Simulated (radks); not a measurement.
Tc-, 44 electrons, occupied as [Kr] 4d6 5s2. Calculated with a radial shooting solver on a logarithmic mesh with Libxc functionals: scalar-relativistic Kohn-Sham, r2SCAN, spin-polarised, spherical densities, finite nucleus; open shells are filled with parallel spins first (spin-orbit coupling, left out, can overturn this in heavy ions); meta-GGA in the generalised Kohn-Sham scheme; Fermi nuclear charge, rms radius 4.4112 fm; hard spherical wall at 7 bohr.

Normalised radial functions P(r) = r R(r), r in bohr:

| r | 4p up | 4d down | 5p up |
|---|---|---|---|
| 0.002033 | 0.0019 | 0.0000 | 0.0005 |
| 0.00233 | 0.0024 | 0.0000 | 0.0006 |
| 0.00269 | 0.0031 | 0.0000 | 0.0008 |
| 0.003082 | 0.0039 | 0.0000 | 0.0010 |
| 0.003531 | 0.0050 | 0.0000 | 0.0013 |
| 0.004046 | 0.0064 | 0.0000 | 0.0016 |
| 0.004672 | 0.0083 | 0.0001 | 0.0021 |
| 0.005353 | 0.0105 | 0.0001 | 0.0027 |
| 0.006133 | 0.0134 | 0.0001 | 0.0034 |
| 0.007026 | 0.0171 | 0.0002 | 0.0044 |
| 0.008115 | 0.0219 | 0.0003 | 0.0056 |
| 0.009297 | 0.0277 | 0.0004 | 0.0071 |
| 0.01065 | 0.0350 | 0.0006 | 0.0090 |
| 0.0122 | 0.0440 | 0.0008 | 0.0113 |
| 0.01409 | 0.0557 | 0.0012 | 0.0143 |
| 0.01615 | 0.0693 | 0.0018 | 0.0178 |
| 0.0185 | 0.0857 | 0.0026 | 0.0219 |
| 0.02119 | 0.1051 | 0.0037 | 0.0269 |
| 0.02448 | 0.1294 | 0.0054 | 0.0331 |
| 0.02804 | 0.1557 | 0.0077 | 0.0399 |
| 0.03213 | 0.1853 | 0.0110 | 0.0475 |
| 0.03681 | 0.2174 | 0.0154 | 0.0557 |
| 0.04251 | 0.2530 | 0.0219 | 0.0648 |
| 0.0487 | 0.2861 | 0.0302 | 0.0732 |
| 0.05579 | 0.3158 | 0.0413 | 0.0808 |
| 0.06392 | 0.3386 | 0.0557 | 0.0866 |
| 0.07382 | 0.3502 | 0.0753 | 0.0895 |
| 0.08458 | 0.3437 | 0.0985 | 0.0877 |
| 0.0969 | 0.3150 | 0.1266 | 0.0802 |
| 0.111 | 0.2595 | 0.1595 | 0.0658 |
| 0.1282 | 0.1691 | 0.1987 | 0.0424 |
| 0.1469 | 0.0549 | 0.2381 | 0.0130 |
| 0.1683 | -0.0813 | 0.2769 | -0.0220 |
| 0.1928 | -0.2280 | 0.3113 | -0.0596 |
| 0.2227 | -0.3754 | 0.3371 | -0.0970 |
| 0.2551 | -0.4846 | 0.3457 | -0.1241 |
| 0.2923 | -0.5414 | 0.3328 | -0.1373 |
| 0.3348 | -0.5265 | 0.2933 | -0.1313 |
| 0.3867 | -0.4208 | 0.2192 | -0.1013 |
| 0.443 | -0.2381 | 0.1191 | -0.0514 |
| 0.5076 | 0.0082 | -0.0062 | 0.0144 |
| 0.5815 | 0.2896 | -0.1492 | 0.0873 |
| 0.6716 | 0.5858 | -0.3087 | 0.1599 |
| 0.7694 | 0.8211 | -0.4529 | 0.2106 |
| 0.8815 | 0.9808 | -0.5755 | 0.2330 |
| 1.01 | 1.0446 | -0.6655 | 0.2196 |
| 1.166 | 1.0060 | -0.7188 | 0.1641 |
| 1.336 | 0.8894 | -0.7278 | 0.0779 |
| 1.531 | 0.7260 | -0.7017 | -0.0316 |
| 1.754 | 0.5479 | -0.6511 | -0.1526 |
| 2.026 | 0.3730 | -0.5833 | -0.2804 |
| 2.321 | 0.2384 | -0.5136 | -0.3908 |
| 2.659 | 0.1399 | -0.4444 | -0.4824 |
| 3.046 | 0.0751 | -0.3801 | -0.5479 |
| 3.518 | 0.0348 | -0.3197 | -0.5822 |
| 4.031 | 0.0150 | -0.2658 | -0.5740 |
| 4.618 | 0.0057 | -0.2105 | -0.5178 |
| 5.29 | 0.0019 | -0.1501 | -0.4061 |
| 6.11 | 0.0005 | -0.0777 | -0.2239 |
| 7 | 0.0000 | 0.0000 | 0.0000 |

4p up: eigenvalue -37.433 eV, 2 radial nodes at r = 0.155, 0.505 bohr, <r> = 1.19 bohr, 90 % of the charge inside 1.76 bohr. 4d down: eigenvalue 4.807 eV, 1 radial node at r = 0.504 bohr, <r> = 2.04 bohr, 90 % of the charge inside 3.64 bohr. 5p up (empty): eigenvalue 5.996 eV, 3 radial nodes at r = 0.155, 0.494, 1.48 bohr, <r> = 3.81 bohr, 90 % of the charge inside 5.29 bohr.
